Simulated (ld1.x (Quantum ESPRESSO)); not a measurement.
Cutoff test, iron (Fe), PAW

iron, PAW, made with ld1.x (Quantum ESPRESSO) 7.5 (LDA (PZ), scalar-relativistic). Core [Ne] 3s2, reference 3p6 3d6 4s1 4p0 (charge +1). Waves: 4s (bound): rcut 1.90, rcutus 2.65 bohr; 4s channel at 1.85 Ry: rcut 1.90, rcutus 2.65 bohr; 3p (bound): rcut 1.45, rcutus 1.70 bohr; 4p (bound, empty): rcut 1.45, rcutus 1.70 bohr; 3d (bound): rcut 1.45, rcutus 1.85 bohr; 3d channel at 3.75 Ry: rcut 1.45, rcutus 1.85 bohr. Local part: all-electron potential smoothed inside 1.75 bohr (lloc = -1). Core correction: Bessel-smoothed model core inside 1.35 bohr. Augmentation charge: PSQ, radius 1.55 bohr.

The pseudo-atom Hamiltonian at the reference potential is diagonalised in spherical Bessel functions j_l(qr) that vanish at 20 bohr, with q² up to the cutoff. All-electron valence levels (Ry): 4s -0.9286, 3p -5.0377, 4p -0.5547, 3d -1.1959.

**Question.** How do the lowest levels (Ry) of each channel move with the cutoff, and are there ghosts?

**Answer.**

```json
{"cutoff (Ry)": "8", "s #1": "-0.9285", "p #1": "-4.5470", "p #2": "-0.4165", "p #3": "-0.1281", "d #1": "-0.1836", "d #2": "-0.0594", "f #1": "-0.0523", "f #2": "0.0449", "Σ f·Δε (mRy)": "9018.4"}
{"cutoff (Ry)": "12", "s #1": "-0.9286", "p #1": "-4.8925", "p #2": "-0.4454", "p #3": "-0.1344", "d #1": "-0.2799", "d #2": "-0.1388", "f #1": "-0.0523", "f #2": "0.0449", "Σ f·Δε (mRy)": "6367.6"}
{"cutoff (Ry)": "18", "s #1": "-0.9286", "p #1": "-5.0137", "p #2": "-0.4645", "p #3": "-0.1384", "d #1": "-1.1137", "d #2": "-0.1746", "f #1": "-0.0523", "f #2": "0.0449", "Σ f·Δε (mRy)": "637.3"}
{"cutoff (Ry)": "25", "s #1": "-0.9286", "p #1": "-5.0354", "p #2": "-0.4822", "p #3": "-0.1422", "d #1": "-1.1873", "d #2": "-0.1747", "f #1": "-0.0523", "f #2": "0.0449", "Σ f·Δε (mRy)": "65.5"}
{"cutoff (Ry)": "30", "s #1": "-0.9286", "p #1": "-5.0371", "p #2": "-0.5007", "p #3": "-0.1461", "d #1": "-1.1948", "d #2": "-0.1747", "f #1": "-0.0523", "f #2": "0.0449", "Σ f·Δε (mRy)": "10.6"}
{"cutoff (Ry)": "40", "s #1": "-0.9286", "p #1": "-5.0373", "p #2": "-0.5432", "p #3": "-0.1553", "d #1": "-1.1955", "d #2": "-0.1749", "f #1": "-0.0523", "f #2": "0.0449", "Σ f·Δε (mRy)": "5.1"}
{"cutoff (Ry)": "50", "s #1": "-0.9286", "p #1": "-5.0376", "p #2": "-0.5533", "p #3": "-0.1576", "d #1": "-1.1959", "d #2": "-0.1751", "f #1": "-0.0523", "f #2": "0.0449", "Σ f·Δε (mRy)": "1.0"}
{"cutoff (Ry)": "60", "s #1": "-0.9286", "p #1": "-5.0376", "p #2": "-0.5536", "p #3": "-0.1577", "d #1": "-1.1959", "d #2": "-0.1752", "f #1": "-0.0523", "f #2": "0.0449", "Σ f·Δε (mRy)": "0.7"}
{"cutoff (Ry)": "400", "s #1": "-0.9286", "p #1": "-5.0377", "p #2": "-0.5547", "p #3": "-0.1579", "d #1": "-1.1960", "d #2": "-0.1752", "f #1": "-0.0523", "f #2": "0.0449", "Σ f·Δε (mRy)": "0.0"}
```

Result: no extra level below or beside the all-electron valence levels (s, p, d, f tested); 10 mRy is reached at 35 Ry and 1 mRy at 50 Ry.

Test run stopped at test 1 of 9 (negative rho).
